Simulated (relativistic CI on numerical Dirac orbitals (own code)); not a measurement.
**Electric-dipole transitions in Pd X**

Computed by Dirac-Coulomb-Breit CI, orbitals from a KLI potential per configuration, QED by a radiative potential, unscaled Slater integrals (own radial code, finite nucleus).

CI space (outside the closed core [Ar] 3d10): 4s²4p⁶4d, 4s²4p⁶4f, 4s²4p⁵4d², 4s²4p⁶5s, 4s²4p⁶5p, 4s4p⁶4d², 4s²4p⁵4d4f, 4s²4p⁶5d, 4s4p⁶4d4f, 4s²4p⁶6s, 4s²4p⁶6p, 4s²4p⁶5f, 4s²4p⁵4d5s, 4s²4p⁶5g, 4s²4p⁶6d, 4s²4p⁵4d5p, 4s²4p⁶7s, 4s²4p⁶6f, 4s²4p⁶7p, 4s²4p⁶8s, 4s²4p⁵4d5d, 4s4p⁶4d5s, 4p⁶4d³, 4p⁵4d⁴, 4p⁵4d³4f, 4s4p⁶5s², 4s4p⁵4f5s². Double excitations out of closed p, d and f shells are left out; levels of such configurations are missing from the list, as are those of other unlisted configurations, and high levels can miss mixing partners. These lack a partner that the ground configuration has and come out too high: 4s²4p⁵4d5s, 4s²4p⁵4d5p, 4s²4p⁵4d5d.

| λ vac (nm) | Lower | Upper | A (s⁻¹) | E lower (cm⁻¹) | E upper (cm⁻¹) |
| --- | --- | --- | --- | --- | --- |
| 15.998 | 4s²4p⁶4d ²D3/2 [1] | 4s²4p⁵4d² ²D°3/2 [51] | 6.34e+11 | 0 | 625071 |
| 15.999 | 4s²4p⁶5s ²S1/2 [3] | 4s²4p⁵4d5s ²P°3/2 [236] | 4.34e+11 | 353355 | 978411 |
| 16.032 | 4s²4p⁶5s ²S1/2 [3] | 4s²4p⁵4d5s ²P°1/2 [235] | 4.64e+11 | 353355 | 977117 |
| 16.155 | 4s²4p⁶5p ²P°3/2 [27] | 4s²4p⁵4d5p ²D5/2 [321] | 5.67e+11 | 465634 | 1084652 |
| 16.160 | 4s²4p⁶4d ²D5/2 [2] | 4s²4p⁵4d² ²D°5/2 [52] | 6.76e+11 | 6514 | 625337 |
| 16.185 | 4s²4p⁶5p ²P°1/2 [21] | 4s²4p⁵4d5p ²D3/2 [303] | 5.16e+11 | 453273 | 1071140 |
| 16.251 | 4s²4p⁶5d ²D5/2 [54] | 4s²4p⁵4d5d ²F°7/2 [388] | 5.70e+11 | 630497 | 1245825 |
| 16.278 | 4s²4p⁶5p ²P°3/2 [27] | 4s²4p⁵4d5p ²P3/2 [316] | 5.27e+11 | 465634 | 1079972 |
| 16.423 | 4s²4p⁶4d ²D5/2 [2] | 4s²4p⁵4d² ²P°3/2 [50] | 4.25e+11 | 6514 | 615421 |
| 16.532 | 4s²4p⁶4d ²D3/2 [1] | 4s²4p⁵4d² ²P°1/2 [48] | 4.69e+11 | 0 | 604875 |
| 16.580 | 4s²4p⁶5s ²S1/2 [3] | 4s²4p⁶7p ²P°3/2 [200] | 1.57e+11 | 353355 | 956490 |
| 16.595 | 4s²4p⁶4d ²D5/2 [2] | 4s²4p⁵4d² ²F°7/2 [49] | 5.52e+11 | 6514 | 609101 |
| 16.843 | 4s²4p⁶4d ²D3/2 [1] | 4s²4p⁵4d² ²F°5/2 [47] | 5.42e+11 | 0 | 593736 |
| 18.372 | 4s²4p⁵4d² ⁴D°1/2 [4] | 4s²4p⁵4d4f ⁴F3/2 [190] | 1.20e+11 | 406331 | 950626 |
| 18.758 | 4s²4p⁵4d² ²H°9/2 [29] | 4s²4p⁵4d4f ²I11/2 [263] | 1.80e+11 | 471329 | 1004425 |
| 18.810 | 4s²4p⁵4d² ²H°11/2 [22] | 4s²4p⁵4d4f ²I13/2 [245] | 2.88e+11 | 454034 | 985671 |
| 18.903 | 4s²4p⁵4d² ²G°7/2 [42] | 4s²4p⁵4d4f ²H9/2 [275] | 2.75e+11 | 512028 | 1041037 |
| 18.950 | 4s²4p⁵4d² ²G°9/2 [43] | 4s²4p⁵4d4f ²H11/2 [276] | 2.74e+11 | 516162 | 1043865 |
| 19.040 | 4s²4p⁵4d² ⁴D°7/2 [7] | 4s²4p⁵4d4f ⁴F9/2 [180] | 6.87e+10 | 417159 | 942363 |
| 19.114 | 4s²4p⁵4d² ²F°5/2 [10] | 4s²4p⁵4d4f ⁴G7/2 [189] | 7.77e+10 | 427027 | 950216 |
| 19.265 | 4s²4p⁵4d² ⁴G°7/2 [11] | 4s²4p⁵4d4f ⁴H9/2 [185] | 6.73e+10 | 428336 | 947420 |
| 19.501 | 4s²4p⁵4d² ⁴G°9/2 [9] | 4s²4p⁵4d4f ⁴H11/2 [176] | 1.83e+11 | 426514 | 939316 |
| 19.504 | 4s²4p⁵4d² ⁴G°7/2 [11] | 4s²4p⁵4d4f ⁴H9/2 [179] | 6.76e+10 | 428336 | 941058 |
| 19.527 | 4s²4p⁵4d² ²G°7/2 [33] | 4s²4p⁵4d4f ²H9/2 [251] | 1.96e+11 | 481541 | 993657 |
| 19.552 | 4s²4p⁵4d² ⁴G°11/2 [8] | 4s²4p⁵4d4f ⁴H13/2 [172] | 2.06e+11 | 426228 | 937683 |
| 19.584 | 4s²4p⁵4d² ²G°7/2 [20] | 4s²4p⁵4d4f ⁴G9/2 [205] | 1.38e+11 | 447386 | 958014 |
| 19.615 | 4s²4p⁵4d² ⁴F°9/2 [19] | 4s²4p⁵4d4f ⁴G11/2 [202] | 1.94e+11 | 447161 | 956971 |
| 19.643 | 4s²4p⁵4d² ²F°5/2 [47] | 4s²4p⁵4d4f ²F7/2 [335] | 2.39e+11 | 593736 | 1102818 |
| 19.763 | 4s²4p⁵4d² ²G°9/2 [37] | 4s²4p⁵4d4f ²H11/2 [253] | 1.22e+11 | 491806 | 997795 |
| 19.887 | 4s²4p⁵4d² ²F°7/2 [49] | 4s²4p⁵4d4f ²G9/2 [344] | 4.17e+11 | 609101 | 1111954 |

Terms are leading LS components. Brackets give the number of a level in order of energy, since labels repeat. The list gives strong lines, with weight on those to low levels, without lines whose two gauges differ by over a factor of 2.5, among the lowest 400 of 1833 levels, so that lines to higher ones, which can be the strongest, are missing. Levels whose partners in the same complex of configurations lie outside the list can be far off, and so can their lines. Rates are taken at the computed energies, electric ones in the length gauge.

At this charge energies of transitions that change n are usually good to better than 1 %, and those within a shell (Δn = 0) to a few per cent.

LS names give the leading component of a level, which can be under half, so a name can repeat, a term be missing and a line seem to break the LS rules.
